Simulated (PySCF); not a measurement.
Geometry:
```json
{"atom": "B1", "x (Å)": "2.523", "y (Å)": "0.236", "z (Å)": "-0.354"}
{"atom": "N2", "x (Å)": "1.261", "y (Å)": "-0.383", "z (Å)": "-0.193"}
{"atom": "B3", "x (Å)": "0.010", "y (Å)": "0.277", "z (Å)": "0.012"}
{"atom": "C4", "x (Å)": "-1.314", "y (Å)": "-0.515", "z (Å)": "0.173"}
{"atom": "C5", "x (Å)": "-2.487", "y (Å)": "0.112", "z (Å)": "0.356"}
{"atom": "H6", "x (Å)": "3.505", "y (Å)": "-0.451", "z (Å)": "-0.521"}
{"atom": "H7", "x (Å)": "2.593", "y (Å)": "1.441", "z (Å)": "-0.321"}
{"atom": "H8", "x (Å)": "1.241", "y (Å)": "-1.399", "z (Å)": "-0.226"}
{"atom": "H9", "x (Å)": "0.007", "y (Å)": "1.486", "z (Å)": "0.057"}
{"atom": "H10", "x (Å)": "-1.324", "y (Å)": "-1.614", "z (Å)": "0.138"}
{"atom": "H11", "x (Å)": "-3.435", "y (Å)": "-0.424", "z (Å)": "0.470"}
{"atom": "H12", "x (Å)": "-2.537", "y (Å)": "1.206", "z (Å)": "0.399"}
```

Geometry: PBE0-D3(BJ)/def2-SVP; GIAO absolute shieldings from PySCF, gas phase, non-relativistic, averaged over equivalent atoms.

At B97-D/pcSseg-2 (278 basis functions, 44 s wall time on 1 thread of an Arm Neoverse V1, shared host):
```tsv
atoms	σ (ppm)
B1	47.4
B3	50.8
N2	73.6
C5	24.5
C4	32.8
H8	24.46
H11	24.66
H12	24.74
H10	24.89
H6/H7	25.98
H9	26.16
```

Q: Estimate the result of repeating the calculation with CAM-B3LYP/pcSseg-2.

A: 
| atoms | σ at CAM-B3LYP/pcSseg-2 | change |
| --- | --- | --- |
| B1 | 42.8 | -4.6 |
| B3 | 46.2 | -4.6 |
| N2 | 75.0 | +1.4 |
| C5 | 18.2 | -6.3 |
| C4 | 28.0 | -4.8 |
| H8 | 24.49 | +0.03 |
| H11 | 24.51 | -0.15 |
| H12 | 24.59 | -0.15 |
| H10 | 24.77 | -0.12 |
| H6/H7 | 25.81 | -0.17 |
| H9 | 25.94 | -0.22 |

The largest change is at C5 (terminal =CH2 carbon). Cost: 278 basis functions, 36 s wall time on 1 thread of an Arm Neoverse V2, shared host.

A carbon bonded to boron is broadened by the quadrupolar boron nucleus and is often missing from a measured spectrum.
